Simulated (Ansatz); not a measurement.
C2H3B2Cl. Total charge 0; spin multiplicity 1. The bonds changed during the relaxation, so this is another structure than the one it started from.

Cartesian coordinates in Å:
```
Cl -1.943 -1.139 -1.130
C -1.057 -0.344 0.187
C -0.290 0.813 -0.091
B 1.035 1.137 -0.238
B 0.533 -0.451 0.181
H -1.620 -0.431 1.110
H 2.034 1.732 -0.399
H 1.307 -1.317 0.381
```

Problem. List the harmonic frequencies (cm⁻¹, unscaled) at PBE0-D4/def2-TZVP in Ansatz. (Estimate.)

Solution. The calculation gave: 187, 291, 437, 486, 613, 692, 738, 749, 777, 818, 979, 1045, 1195, 1287, 1646, 2775, 2839, 3180.

Problem. Is this a minimum?

Solution. Yes, all 18 modes are real.

Problem. Give the ideal-gas thermochemistry at 298.15 K and 1 bar (rigid rotor, harmonic oscillator; point group C1, symmetry number 1).

Solution. Zero-point energy 124.0 kJ/mol; H(298) − E = 139.8 kJ/mol; entropy 301.3 J/(mol·K), of which translation 164.1, rotation 107.1, vibration 30.1; G(298) − E = 50.0 kJ/mol.

Problem. And at 400, 500, 600, 800 and 1000 K?

Solution. 
| T (K) | H − E (kJ/mol) | S (J/mol/K) | G − E (kJ/mol) |
| --- | --- | --- | --- |
| 400 | 149.3 | 328.6 | 17.9 |
| 500 | 160.2 | 352.9 | -16.2 |
| 600 | 172.3 | 374.9 | -52.6 |
| 800 | 199.0 | 413.2 | -131.5 |
| 1000 | 228.1 | 445.6 | -217.5 |
